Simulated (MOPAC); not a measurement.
MOPAC input (AM1):

```
AM1 FORCE THERMO(298,298) PRECISE LET CHARGE=1 GEO-OK AUX(PRECISION=9) THREADS=1
C5H13O

C    -2.67211222 1   -0.67721373 1   -0.43463222 1
C    -1.52753751 1    0.07065265 1    0.20143910 1
C    -0.23246357 1   -0.19072803 1   -0.54159309 1
C     0.93423203 1    0.57411505 1    0.02153523 1
C     2.19760573 1    0.49982647 1   -0.77970630 1
O     1.31104849 1   -0.06809497 1    1.38787678 1
H    -2.48202118 1   -1.77776803 1   -0.43024668 1
H    -3.61639557 1   -0.47959497 1    0.13004619 1
H    -2.82031165 1   -0.34781649 1   -1.49192977 1
H    -1.42971588 1   -0.24618968 1    1.27431712 1
H    -1.75056004 1    1.17137817 1    0.19769527 1
H    -0.35498097 1    0.12810868 1   -1.61707398 1
H    -0.00780074 1   -1.29196632 1   -0.56058604 1
H     0.67878728 1    1.61277310 1    0.37473338 1
H     3.07882643 1    0.84154101 1   -0.17871291 1
H     2.09765216 1    1.18688726 1   -1.66225820 1
H     2.38859660 1   -0.53384411 1   -1.16043725 1
H     1.75534419 1   -0.94204622 1    1.23472474 1
H     0.48374919 1   -0.25652639 1    1.90544052 1
```

From the output:

```
     H   19   5.880564

          HEAT OF FORMATION =      99.920219 KCALS/MOLE

          ZERO POINT ENERGY     109.776 KCAL/MOL

           NORMAL COORDINATE ANALYSIS (Total motion = 1 Angstrom)

   Root No.       1         2         3         4         5         6         7         8

                 1 A       2 A       3 A       4 A       5 A       6 A       7 A       8 A

                  45.3      93.1     142.3     166.0     178.8     204.3     349.6     387.1

           1    0.0025    0.0059    0.0037    0.0003    0.0014   -0.0108   -0.0451   -0.0018
           2   -0.0025    0.0014   -0.0040   -0.0001    0.0011    0.0453   -0.0302   -0.0158
           3   -0.0393   -0.0345   -0.0048    0.0051   -0.0021    0.0023    0.0019    0.0002
           4    0.0023    0.0061    0.0036    0.0003    0.0016   -0.0084   -0.0416   -0.0043
           5   -0.0016    0.0001   -0.0002    0.0006   -0.0021   -0.0270    0.0035    0.0419
           6    0.0580   -0.0063    0.0036   -0.0197   -0.0166    0.0090    0.0089    0.0066
           7    0.0026    0.0058    0.0010    0.0004    0.0021    0.0214   -0.0090    0.0061
           8   -0.0017    0.0000    0.0011    0.0005   -0.0021   -0.0403   -0.0058    0.0319
           9    0.0103    0.0491    0.0161    0.0040    0.0192    0.0116    0.0222    0.0163
          10    0.0035    0.0066    0.0020    0.0005    0.0024    0.0194   -0.0034    0.0123
          11   -0.0046    0.0051    0.0003   -0.0015    0.0029   -0.0166    0.0004   -0.0171
          12   -0.0067    0.0131   -0.0015    0.0031    0.0033   -0.0051   -0.0033   -0.0285
          13    0.0094    0.0048    0.0066    0.0047   -0.0062   -0.0434    0.0274   -0.0346
          14   -0.0092    0.0120   -0.0014   -0.0035    0.0087    0.0120   -0.0054   -0.0054
          15    0.0070   -0.0279   -0.0046    0.0055   -0.0103   -0.0049   -0.0301    0.0163
          16   -0.0168   -0.0218   -0.0132   -0.0031   -0.0034    0.0253    0.0512    0.0203
          17    0.0144   -0.0114    0.0006    0.0097   -0.0176    0.0129    0.0339   -0.0248
          18   -0.0217    0.0077   -0.0062   -0.0011    0.0079   -0.0108    0.0030   -0.0170
          19    0.0597    0.0233    0.0072   -0.0134   -0.0053    0.0206   -0.0577   -0.0234
          20   -0.0692    0.0383    0.0166   -0.1379   -0.0678    0.0656   -0.0449   -0.0358
          21   -0.1037   -0.0207    0.0056   -0.0693   -0.0394   -0.0000   -0.0004   -0.0015
          22    0.0037    0.0049    0.0064    0.0011   -0.0007   -0.0652   -0.0113    0.0500
          23   -0.0034    0.0021   -0.0048   -0.0017    0.0012    0.0655   -0.0433   -0.0355
          24    0.0136   -0.0843   -0.0322    0.1712    0.0825    0.0016    0.0002   -0.0026
          25   -0.0567   -0.0106   -0.0027    0.0135    0.0102    0.0114   -0.0666   -0.0312
          26    0.0644   -0.0350   -0.0269    0.1386    0.0724    0.0673   -0.0441   -0.0371
          27   -0.1022   -0.0214    0.0051   -0.0664   -0.0380   -0.0002   -0.0003   -0.0012
          28    0.0629    0.0180    0.0085   -0.0150   -0.0115   -0.0223   -0.0317    0.0107
          29   -0.0556    0.0280    0.0054    0.0197    0.0184   -0.0368    0.0165    0.0530
          30    0.1162   -0.0188    0.0021   -0.0375   -0.0344    0.0103    0.0044    0.0041
          31   -0.0548   -0.0093    0.0004    0.0148    0.0104   -0.0334   -0.0472    0.0030
          32    0.0526   -0.0303   -0.0057   -0.0175   -0.0268   -0.0402   -0.0068    0.0413
          33    0.1145   -0.0185    0.0017   -0.0365   -0.0351    0.0104    0.0057    0.0050
          34    0.0095    0.0287    0.0106    0.0037    0.0153    0.0334    0.0273    0.0610
          35    0.0267   -0.0448   -0.0132   -0.0155   -0.0318   -0.0439   -0.0233    0.0164
          36   -0.0041    0.0856    0.0284    0.0151    0.0429    0.0204    0.0495    0.0496
          37   -0.0034   -0.0182   -0.0102   -0.0024   -0.0113    0.0112   -0.0286   -0.0133
          38   -0.0284    0.0424    0.0127    0.0167    0.0251   -0.0314    0.0196    0.0685
          39   -0.0043    0.0861    0.0285    0.0156    0.0426    0.0202    0.0480    0.0496
          40    0.0103    0.0246    0.0064   -0.0001    0.0107    0.0507   -0.0058    0.0105
          41   -0.0165    0.0193   -0.0014   -0.0025    0.0077   -0.0029   -0.0016   -0.0230
          42   -0.0260    0.0166   -0.0065    0.0019    0.0040   -0.0130   -0.0038   -0.0332
          43    0.0056   -0.0047    0.0535    0.0116   -0.0128   -0.0399    0.0253   -0.0311
          44   -0.0072    0.0150   -0.0552   -0.0152    0.0223    0.0629   -0.0431    0.0558
          45   -0.0095   -0.0697    0.2017    0.0356   -0.0388    0.0159   -0.0472    0.0431
          46    0.0270    0.0436   -0.1961   -0.0257    0.0222   -0.0801    0.0544   -0.0773
          47   -0.0271    0.0271    0.0937    0.0087    0.0064    0.0167    0.0255   -0.0511
          48    0.0135   -0.0282   -0.0499   -0.0010   -0.0067   -0.0099   -0.0370    0.0255
          49    0.0012   -0.0227    0.1470    0.0292   -0.0331   -0.0690    0.0406   -0.0574
          50    0.0024   -0.0008   -0.0376   -0.0069    0.0050   -0.0189   -0.0070   -0.0065
          51    0.0283   -0.0201   -0.1700   -0.0194    0.0076   -0.0221   -0.0432    0.0337
          52   -0.0034   -0.0972    0.0314   -0.1158    0.1771   -0.0072    0.0532    0.0138
          53    0.0340   -0.0460    0.0235   -0.0332    0.0521    0.0109    0.0386   -0.0388
          54   -0.0042   -0.0106    0.0070   -0.0193    0.0381   -0.0057    0.0068   -0.0299
          55   -0.0380    0.0183   -0.0530    0.0744   -0.1329    0.0491    0.0903    0.0297
          56    0.0338   -0.0552    0.0335   -0.0587    0.0941   -0.0028    0.0228   -0.0368
          57   -0.0376    0.0571   -0.0279    0.0511   -0.0734   -0.0089   -0.0264   -0.0038

   Root No.       9        10        11        12        13        14        15        16

                 9 A      10 A      11 A      12 A      13 A      14 A      15 A      16 A

                 481.4     501.9     652.4     775.6     908.3     959.6    1005.6    1023.6

           1   -0.0212   -0.0309   -0.0018    0.0002   -0.0001   -0.0100    0.0018    0.0090
           2   -0.0182   -0.0128   -0.0020   -0.0001   -0.0009   -0.0228    0.0036    0.0291
           3   -0.0007   -0.0006    0.0005    0.0009   -0.0142   -0.0003   -0.0072   -0.0015
           4   -0.0190   -0.0228   -0.0016    0.0002   -0.0001   -0.0012    0.0002    0.0025
           5    0.0214   -0.0169    0.0030   -0.0010   -0.0006   -0.0197    0.0006    0.0008
           6   -0.0073   -0.0004   -0.0045    0.0261   -0.0151    0.0001    0.0037    0.0019
           7    0.0361    0.0171    0.0150   -0.0038   -0.0052   -0.0258    0.0024   -0.0153
           8   -0.0016   -0.0227   -0.0049    0.0006    0.0017    0.0284   -0.0032   -0.0135
           9   -0.0111   -0.0055   -0.0262    0.0226    0.0344    0.0003   -0.0007   -0.0008
          10    0.0415    0.0224    0.0354    0.0018    0.0006    0.0171    0.0010   -0.0028
          11   -0.0209    0.0460   -0.0343   -0.0007    0.0008   -0.0068    0.0012    0.0020
          12    0.0391   -0.0270   -0.0982   -0.0201   -0.0088    0.0004   -0.0182    0.0035
          13   -0.0027    0.0277    0.0078    0.0014    0.0020    0.0301   -0.0012    0.0249
          14    0.0073    0.0455   -0.0120   -0.0016   -0.0008    0.0057   -0.0002    0.0006
          15   -0.0047    0.0309   -0.0218   -0.0057   -0.0096    0.0053    0.0326   -0.0024
          16   -0.0200   -0.0065   -0.0361   -0.0019   -0.0027    0.0062   -0.0066    0.0048
          17    0.0060   -0.0257    0.0364    0.0028    0.0012   -0.0037    0.0056   -0.0039
          18   -0.0016   -0.0099    0.0920    0.0074    0.0035   -0.0042    0.0041   -0.0037
          19   -0.0497   -0.0330   -0.0152    0.0707   -0.1103    0.0570   -0.0471   -0.0754
          20   -0.0390   -0.0150   -0.0030   -0.0017    0.0027    0.0385   -0.0063   -0.0402
          21    0.0008   -0.0003    0.0066   -0.0354    0.0438    0.0020    0.0119    0.0007
          22    0.0258   -0.0269    0.0064   -0.0030   -0.0088   -0.1523    0.0237    0.1653
          23   -0.0369   -0.0148   -0.0053    0.0015    0.0023    0.0356   -0.0057   -0.0357
          24    0.0023   -0.0018    0.0028   -0.0323    0.0468    0.0006    0.0124    0.0028
          25   -0.0396   -0.0338    0.0044   -0.0672    0.1192    0.0571    0.0306   -0.0555
          26   -0.0376   -0.0165   -0.0074    0.0048    0.0028    0.0386   -0.0058   -0.0400
          27    0.0013   -0.0005    0.0064   -0.0348    0.0429   -0.0017    0.0123    0.0053
          28   -0.0283   -0.0394    0.0010   -0.0637    0.0968    0.0246    0.0144   -0.0169
          29    0.0150   -0.0318   -0.0421    0.1295    0.0012    0.0018    0.0221   -0.0100
          30   -0.0091    0.0022    0.0248   -0.0914    0.0290    0.0005   -0.0055   -0.0011
          31   -0.0193   -0.0347   -0.0125    0.0667   -0.0920    0.0255   -0.0300   -0.0352
          32    0.0177   -0.0197    0.0394   -0.1259   -0.0018    0.0012   -0.0336   -0.0339
          33   -0.0081    0.0023    0.0244   -0.0878    0.0272   -0.0014   -0.0053   -0.0026
          34   -0.0048    0.0288    0.1088   -0.0317   -0.0615   -0.0230    0.0539   -0.0331
          35    0.0511   -0.0349   -0.0385    0.1083    0.0720    0.0242    0.0363   -0.0301
          36   -0.0627    0.0075    0.0320   -0.0627   -0.0404   -0.0016   -0.0031    0.0021
          37    0.1159   -0.0081   -0.0409    0.0251    0.0508   -0.0287   -0.0462   -0.0644
          38   -0.0229   -0.0213    0.0363   -0.1080   -0.0690    0.0234   -0.0452   -0.0459
          39   -0.0622    0.0060    0.0282   -0.0662   -0.0420    0.0033   -0.0074   -0.0000
          40    0.0648    0.0444   -0.0180    0.0089    0.0266   -0.0469   -0.0162   -0.0651
          41   -0.0153    0.0676    0.0115    0.0044    0.0040   -0.0460   -0.0495   -0.0189
          42    0.0195   -0.0104    0.0175   -0.0145   -0.0207   -0.0065   -0.0607    0.0196
          43   -0.0070    0.0343    0.0114    0.0044    0.0067    0.0227   -0.0175    0.0222
          44    0.0506    0.0486    0.0471    0.0091    0.0149    0.1639   -0.0300    0.1318
          45   -0.0183    0.0637    0.0094    0.0113    0.0169    0.0114   -0.0516    0.0201
          46   -0.0073    0.0015   -0.0460   -0.0169   -0.0248   -0.0314    0.0692   -0.0384
          47    0.0514   -0.0223   -0.0982   -0.0392   -0.0560    0.0250    0.1680   -0.0184
          48   -0.0177    0.0484   -0.0070    0.0035    0.0051   -0.0063   -0.0151   -0.0016
          49   -0.0472    0.0545   -0.0117    0.0063    0.0102   -0.0795   -0.0398   -0.0557
          50   -0.0444    0.0901   -0.0006    0.0153    0.0258   -0.0831   -0.0950   -0.0513
          51   -0.0335    0.0673    0.0109    0.0126    0.0189   -0.0213   -0.0622   -0.0046
          52   -0.0495    0.0013   -0.0292    0.0196    0.0313   -0.0294    0.0652   -0.0347
          53    0.0324   -0.0602    0.0583   -0.0021   -0.0068    0.0101   -0.0506    0.0183
          54    0.0323   -0.0461    0.0906   -0.0047   -0.0125    0.0166   -0.0687    0.0272
          55   -0.0508   -0.0477   -0.0382    0.0134    0.0325   -0.0179   -0.0069   -0.0076
          56    0.0256   -0.0258    0.0230   -0.0064   -0.0140    0.0079   -0.0165    0.0092
          57   -0.0025    0.0502    0.0806    0.0024   -0.0116    0.0001    0.0563   -0.0174

   Root No.      17        18        19        20        21        22        23        24

                17 A      18 A      19 A      20 A      21 A      22 A      23 A      24 A

                1033.9    1086.9    1123.8    1185.3    1191.9    1208.9    1220.8    1227.2

           1   -0.0012   -0.0016   -0.0035   -0.0035   -0.0011   -0.0027   -0.0163    0.0661
           2    0.0028   -0.0053   -0.0059    0.0044    0.0033    0.0037   -0.0039   -0.0218
           3    0.0106   -0.0047   -0.0119   -0.0177   -0.0239   -0.0211   -0.0104   -0.0068
           4    0.0007   -0.0022    0.0017    0.0016    0.0008    0.0016    0.0127   -0.0614
           5   -0.0007    0.0031    0.0009    0.0080   -0.0057   -0.0096    0.0098    0.0454
           6   -0.0089    0.0124    0.0156    0.0118    0.0457    0.0044    0.0056    0.0056
           7    0.0009    0.0189    0.0199   -0.0342   -0.0047    0.0025    0.0297   -0.0096
           8   -0.0016   -0.0057    0.0016   -0.0066    0.0048    0.0039   -0.0110   -0.0421
```

The dipole moment of an ion depends on the origin.
